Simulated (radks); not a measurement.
Values are calculated unless marked as measured or tabulated.
Task: Species: He II. Configuration: 1s0.75 2s0.25 (fractional occupations, a model configuration). Level of theory: scalar-relativistic Kohn-Sham, exchange-only B88, spin-polarised, spherical densities, point nucleus; open shells are filled with parallel spins first (a radial shooting solver on a logarithmic mesh with Libxc functionals). Some entries of the table are withheld. Estimate them.

orbital  occ.  eigenvalue (hartree)  <1/r> (bohr^-1)
1s up    0.75              -1.69531            2.047
2s up    0.25                   (1)              (2)
2p up       0              -0.26039           0.4063

Result: 
(1) 2s up eigenvalue (hartree): -0.29568
(2) 2s up <1/r> (bohr^-1): 0.4201
